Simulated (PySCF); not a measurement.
# Krypton: a sound run and one with changed settings

Sound run: Kr+ [Ar] 3d10 4s2 4p5, Kr(2+) [Ar] 3d10 4s2 4p4. Computed with PySCF 2.14 in aug-cc-pVDZ-PP with ECP10MDF (5s4p3d, 32 functions), with a scalar-relativistic core potential. The sound run starts from symmetry-adapted Hartree-Fock orbitals and uses a fine grid where one is needed.

Changed run: radial step 0.5 in ln r (0.13 in the sound run). This setting is unsound on purpose.

| species | method | sound run (hartree) | changed run (hartree) | converged |
| --- | --- | --- | --- | --- |
| Kr+ | UHF | -461.69702 | -461.69702 | yes |
| Kr+ | M06-2X | -463.22266 | -463.18348 | yes |
| Kr+ | r2SCAN | -462.90684 | -462.87925 | yes |
| Kr(2+) | UHF | -460.84273 | -460.84273 | yes |
| Kr(2+) | M06-2X | -462.33673 | -462.31178 | yes |
| Kr(2+) | r2SCAN | -462.00978 | -461.98198 | yes |

Ionisation energy of Kr+:

| method | sound run (eV) | changed run (eV) |
| --- | --- | --- |
| UHF | 23.246 | 23.246 |
| M06-2X | 24.107 | 23.720 |
| r2SCAN | 24.410 | 24.416 |

A coarse radial grid mis-integrates the density and the exchange-correlation energy, with errors of either sign; Hartree-Fock needs no grid.

For comparison, NIST gives 24.360 eV between the lowest levels.
